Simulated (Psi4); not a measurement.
C$_{2}$H$_{3}$O$_{2}$, charge -1, singlet, at a GFN2-xTB geometry (a gas-phase anion, which may not be bound at this level); Psi4 1.11 with PBE/cc-pVDZ.

Here is a job for Psi4.
```
memory 2 GB

molecule {
-1 1
C    -1.15412904   -0.13368505   -0.00475851
O    -0.72670803   -1.11946687    0.60148897
O     0.00963198    0.80173294   -0.46742437
C     1.28691312    0.41218812   -0.14832584
H     1.79443639    1.15884469    0.49102832
H     1.24026991   -0.54555805    0.40753573
H     1.90519756    0.25756633   -1.05257476
}

set {
  basis cc-pvdz
  scf_type pk
  puream true
  d_convergence 1e-8
  dft_radial_points 99
  dft_spherical_points 590
}

energy('pbe')
print_variables()
```

What the program printed (banner, timings and long lists left out):

```
   => Loading Basis Set <=

    Name: CC-PVDZ
    Role: ORBITAL
    Keyword: BASIS

         ---------------------------------------------------------
                                   SCF
               by Justin Turney, Rob Parrish, Andy Simmonett
                          and Daniel G. A. Smith
                              RKS Reference
         ---------------------------------------------------------

  ==> Geometry <==

    Molecular point group: c1
    Full point group: C1

    Geometry (in Angstrom), charge = -1, multiplicity = 1:

       Center              X                  Y                   Z               Mass
    ------------   -----------------  -----------------  -----------------  -----------------
         C           -1.071137543020    -0.119071009501    -0.007336297898    12.000000000000
         O           -0.643716533020    -1.104852829501     0.598911182102    15.994914619570
         O            0.092623476980     0.816346980499    -0.470002157898    15.994914619570
         C            1.369904616980     0.426802160499    -0.150903627898    12.000000000000
         H            1.877427886980     1.173458730499     0.488450532102     1.007825032230
         H            1.323261406980    -0.530944009501     0.404957942102     1.007825032230
         H            1.988189056980     0.272180370499    -1.055152547898     1.007825032230

  Running in c1 symmetry.

  Rotational constants: A =      0.69664  B =      0.22438  C =      0.17542 [cm^-1]
  Rotational constants: A =  20884.65738  B =   6726.68464  C =   5259.06867 [MHz]
  Nuclear repulsion =  110.659015390655668

  Charge       = -1
  Multiplicity = 1
  Electrons    = 32
  Nalpha       = 16
  Nbeta        = 16

  ==> Algorithm <==

  SCF Algorithm Type is PK.
  DIIS enabled.
  MOM disabled.
  Fractional occupation disabled.
  Guess Type is SAD.
  Energy threshold   = 1.00e-06
  Density threshold  = 1.00e-08
  Integral threshold = 1.00e-12

  ==> Primary Basis <==

  Basis Set: CC-PVDZ
    Blend: CC-PVDZ
    Number of shells: 33
    Number of basis functions: 71
    Number of Cartesian functions: 75
    Spherical Harmonics?: true
    Max angular momentum: 2

  ==> DFT Potential <==

   => LibXC <=

    Version 7.1.2
    S. Lehtola, C. Steigemann, M. J. T. Oliveira, and M. A. L. Marques,  SoftwareX 7, 1–5 (2018) (10.1016/j.softx.2017.11.002)

   => Composite Functional: PBE <=

    PBE GGA Exchange-Correlation Functional

[...]
   @RKS iter   7:  -228.17666103742485   -1.51874e-04   6.24063e-05 DIIS
   @RKS iter   8:  -228.17667091054383   -9.87312e-06   1.12882e-05 DIIS
   @RKS iter   9:  -228.17667122323348   -3.12690e-07   1.31446e-06 DIIS
   @RKS iter  10:  -228.17667122809380   -4.86031e-09   2.00009e-07 DIIS
   @RKS iter  11:  -228.17667122819557   -1.01778e-10   4.01279e-08 DIIS
   @RKS iter  12:  -228.17667122819915   -3.58114e-12   5.18582e-09 DIIS
  Energy and wave function converged.

  ==> Post-Iterations <==

   Electrons on quadrature grid:
      Ntotal   =   31.9999996689 ; deviation = -3.311e-07

    Orbital Energies [Eh]
    ---------------------

    Doubly Occupied:

[...]
      16A      0.085826

    Virtual:

[...]
      71A      3.555644

    Final Occupation by Irrep:
              A
    DOCC [    16 ]
    NA   [    16 ]
    NB   [    16 ]

  @RKS Final Energy:  -228.17667122819915

   => Energetics <=

    Nuclear Repulsion Energy =            110.6590153906556679
    One-Electron Energy =                -538.8700819980381311
    Two-Electron Energy =                 229.1121171919302810
    DFT Exchange-Correlation Energy =     -29.0777218127469794
    Empirical Dispersion Energy =           0.0000000000000000
    VV10 Nonlocal Energy =                  0.0000000000000000
    Total Energy =                       -228.1766712281991545

Computation Completed

Properties will be evaluated at   0.000000,   0.000000,   0.000000 [a0]

Properties computed using the SCF density matrix

 Multipole Moments:

 ------------------------------------------------------------------------------------
     Multipole            Electronic (a.u.)      Nuclear  (a.u.)        Total (a.u.)
 ------------------------------------------------------------------------------------

 L = 1.  Multiply by 2.5417464519 to convert [e a0] to [Debye]
 Dipole X            :         -3.7744487            4.8617671            1.0873184
 Dipole Y            :         -0.7629367            0.8561125            0.0931757
 Dipole Z            :          0.1746278           -0.1510107            0.0236171
 Magnitude           :                                                    1.0915589

 ------------------------------------------------------------------------------------

  Variable Map:
  ----------------------------------------------------------------------------
[...]
  Array Variable Map:
  ----------------------------------------------------------------------------
[...]
[...]
```
